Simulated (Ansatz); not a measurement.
`FC(S)[TeH]` and `NC(F)[TeH]` differ in one atom or group.

Ansatz, PBE0-D4/def2-TZVP geometries, multiplicity 1. Each molecule was computed in one conformer, which needn't be the lowest.

Elements past krypton have def2 core potentials.  Spin–orbit coupling is left out; it splits and shifts lone-pair levels of the heavy atoms by tenths of an eV.

| property | `FC(S)[TeH]` |
| --- | --- |
| size of the dipole moment (PBE/def2-TZVPP) / D | 1.52 |
| LUMO energy (B3LYP/def2-TZVPP) / eV | -1.54 |
| HOMO energy (B3LYP/def2-TZVPP) / eV | -6.36 |
| size of the dipole moment (ωB97M-V/def2-TZVPP) / D | 1.62 |
| HOMO energy (ωB97M-V/def2-TZVPP) / eV | -8.69 |
| HOMO–LUMO gap (B3LYP/def2-TZVPP) / eV | 4.82 |

What does the change do to each property? (An estimate is asked.)

The calculation gave: 
```json
{"property": "size of the dipole moment (PBE/def2-TZVPP) / D", "`NC(F)[TeH]`": "2.24", "shift": "0.72"}
{"property": "LUMO energy (B3LYP/def2-TZVPP) / eV", "`NC(F)[TeH]`": "-1.18", "shift": "0.36"}
{"property": "HOMO energy (B3LYP/def2-TZVPP) / eV", "`NC(F)[TeH]`": "-6.13", "shift": "0.23"}
{"property": "size of the dipole moment (ωB97M-V/def2-TZVPP) / D", "`NC(F)[TeH]`": "2.25", "shift": "0.63"}
{"property": "HOMO energy (ωB97M-V/def2-TZVPP) / eV", "`NC(F)[TeH]`": "-8.48", "shift": "0.21"}
{"property": "HOMO–LUMO gap (B3LYP/def2-TZVPP) / eV", "`NC(F)[TeH]`": "4.95", "shift": "0.13"}
```

With PBE0 the HOMO rises by 0.23 eV and the LUMO rises by 0.37 eV, so the gap widens by about 0.14 eV. PBE moves the HOMO by 0.25 eV and ωB97M-V by 0.21 eV. The zero-point energy changes by 46.7 kJ/mol with +3 modes. Dipoles are sizes alone; their direction can turn.

B3LYP here is the variant with VWN-RPA as its local correlation; programs differ in this.
